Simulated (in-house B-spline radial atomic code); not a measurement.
Ge is squeezed into an impenetrable sphere of radius R (the orbitals vanish at R). No spin polarisation. Method: non-relativistic LDA VWN5, spherical fractional occupations, point nucleus. Calculated with a radial B-spline atomic code at the basis-set limit.

Energies in eV above the free atom in [Ar] 3d10 4s2 4p2:

```tsv
R (bohr)	highest level (eV)	[Ar] 3d10 4s2 4p2	[Ar] 3d10 4s2 4p1 4f1	[Ar] 3d10 4s1 4p3	-dE/dV in [Ar] 3d10 4s2 4p2 (GPa)
8.27	-3.92	0.06854	11.55	7.73	0.0935
5.96	-2.92	0.8819	17.55	8.688	2.45
5.21	-1.84	2.127	21.87	10.16	8.11
3.91	3.52	11.05	39.72	20.36	83.8
3.31	10.1	25.59	60.91	36.33	293
2.92	18.1	46.15	86.93	58.42	732
2.56	30.9	83.32	129.6	97.65	1880
2.24	51	148.5	198.9	165.4	4840
1.95	83.6	266	317.1	286	12800
1.43	237	935.5	953.5	960.8	109000
```

(1) Does [Ar] 3d10 4s2 4p1 4f1 fall below [Ar] 3d10 4s2 4p2 under compression?

(2) Does [Ar] 3d10 4s1 4p3 fall below [Ar] 3d10 4s2 4p2 under compression?

The highest level is first positive in the row R = 3.91 bohr, pushed up by confinement above the zero of the free ion's potential. Each configuration is held fixed and needn't be the lowest in the sphere.

Answers

(1) No, it stays above over the whole range.

(2) No, it stays above over the whole range.
